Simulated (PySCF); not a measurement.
Working with the constants of AlAs⁺

ROHF-CCSD(T) constants of AlAs⁺, ⁴Σ⁻ (quartet), unpaired electrons σ ↑, π ↑↑ (basis Al pcseg-1, As pcseg-1; no relativity; PySCF 2.14; masses 26.9815 and 74.9216 u):

| Item | Value |
| --- | --- |
| ωe | 120.9 cm⁻¹ |
| ωexe | 1.69 cm⁻¹ |
| Be | 0.10592 cm⁻¹ |
| αe | 0.00201 cm⁻¹ |
| D (centrifugal) | 3.25e-07 cm⁻¹ |
| De to Al⁺ + As | 0.338 eV |

Question: Give the vibrational terms G(v) and spacings up to v = 6.

Answer: G(v) = ωe(v+½) − ωexe(v+½)².

```
v  G(v) (cm⁻¹)  G(v) − G(v−1)  Bv (cm⁻¹)
0         60.0                    0.1049
1        177.5          117.5     0.1029
2        291.7          114.1     0.1009
3        402.4          110.8     0.0989
4        509.8          107.4     0.0969
5        613.8          104.0     0.0949
6        714.4          100.6     0.0929
```

Question: How well does the Morse estimate ωe²/(4ωexe) reproduce De, and what is D0?

Answer: It gives 0.268 eV, 79 % of the computed De. D0 = De − G(0) = 0.338 − 0.007 = 0.331 eV.

Correlated steps freeze 14 core orbitals. The bond is weak. Basis-set superposition, not corrected here, can be much of De in a small basis, most of all at correlated wavefunction levels. Spin–orbit coupling is left out. For an ion De counts to the pair picked by the measured ionisation energies or electron affinities, which need not be the lowest pair at this level. The state is the lowest determinant that a PBE0 search found; another state may lie lower at other levels.
